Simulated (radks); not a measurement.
Coulomb parameter of the 3d shell of the nickel ion Ni2+ in the model configuration [Ar] 3d7 4p1, as a second difference U = [E(n + 1) + E(n - 1) - 2 E(n)] / (1)^2 with all orbitals relaxed. "Bare": the charge of the atom changes with n. "Screened": the 4p shell takes up the change at fixed total charge, which measures U(3d,3d) + U(4p,4p) - 2 U(3d,4p). Method: scalar-relativistic Kohn-Sham, SCAN, spin-unpolarised, spherical densities, finite nucleus; meta-GGA in the generalised Kohn-Sham scheme; Fermi nuclear charge, rms radius 3.7757 fm; computed with a radial shooting solver on a logarithmic mesh with Libxc functionals.

| case | configuration | E - E(n) (eV) |
|---|---|---|
| start | [Ar] 3d7 4p1 | 0.000 |
| bare +1 | [Ar] 3d8 4p1 | -27.921 |
| bare -1 | [Ar] 3d6 4p1 | 46.341 |
| screened +1 | [Ar] 3d8 | -16.666 |
| screened -1 | [Ar] 3d6 4p2 | 22.521 |

U(bare) = 18.420 eV, U(screened by 4p) = 5.855 eV, against the Slater integral F0(3d,3d) = 27.835 eV with frozen orbitals.
